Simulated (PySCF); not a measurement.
## Ionisation energy of Kr³⁺ by level of theory

Kr³⁺ [Ar] 3d10 4s2 4p3 [4p1/2^2 4p3/2^1, M_J = 3/2] → Kr⁴⁺ [Ar] 3d10 4s2 4p2 [4p1/2^2, M_J = 0], as a difference of total energies. Calculation: PySCF 2.14, in x2c-SVPall-2c; the two-component X2C-1e Hamiltonian. Correlated levels: [Ne] frozen. "Screened" scales the spin-orbit matrix elements by Boettger's factors to mimic the two-electron term; Breit and QED terms are absent.

```csv
method,ionisation energy (eV)
GHF (spin-free),50.609
GMP2 (spin-free),50.998
GHF (screened spin-orbit),50.223
GMP2 (screened spin-orbit),50.610
```

Task: How much does correlation contribute at GMP2 (screened spin-orbit)?

Result: 50.610 − (50.223) = 0.387 eV, measured against GHF (screened spin-orbit).

The spin-free rows relax to the high-spin LS determinant and lack the spin-orbit shift.

Errors of the correlated levels include the incompleteness of this basis and the frozen core.

The labels give the starting determinants; with spin-orbit coupling the two ends relaxed to ⟨J²⟩ = 3.75, ⟨L²⟩ = 0.04, ⟨S²⟩ = 3.71 and ⟨J²⟩ = 1.33, ⟨L²⟩ = 1.97, ⟨S²⟩ = 1.94.

The determinant of Kr⁴⁺ mixes levels of different J (the jj label is only the starting occupation), so the difference between spin-free and spin-orbit rows is not the physical spin-orbit shift.

For comparison: 50.85 ± 0.11 eV (measured; NIST Atomic Spectra Database, ionization energies).
